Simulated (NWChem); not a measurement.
System: diselenium (Se2, triplet); SMILES [Se]=[Se]

```xyz
2

Se     0.0000     0.0000     1.0839
Se     0.0000     0.0000    -1.0839
```
Atoms are numbered in this order, from 1.

Program: NWChem. Spin-unrestricted. Structure relaxed at the PBE0/def2-SVP, spin-unrestricted level. No stability test was run on the SCF state.

**Question.** Taking CAM-B3LYP/def2-QZVP as the yardstick, which of these has the fewest basis functions while keeping “highest occupied level (eV)” within 0.05 eV of it: CAM-B3LYP/def2-TZVPP; CAM-B3LYP/def2-TZVP; CAM-B3LYP/def2-TZVPD; CAM-B3LYP/STO-3G; CAM-B3LYP/def2-SVPD; CAM-B3LYP/def2-SVP?

**Answer.** CAM-B3LYP/def2-SVPD.
```tsv
level	basis functions	highest occupied level (eV)
CAM-B3LYP/STO-3G	36	-5.51
CAM-B3LYP/def2-SVP	64	-7.92
CAM-B3LYP/def2-SVPD	82	-8.11
CAM-B3LYP/def2-TZVP	96	-8.04
CAM-B3LYP/def2-TZVPP	96	-8.04
CAM-B3LYP/def2-TZVPD	114	-8.09
CAM-B3LYP/def2-QZVP	150	-8.07
```

The yardstick is one finite set, not the basis-set limit.
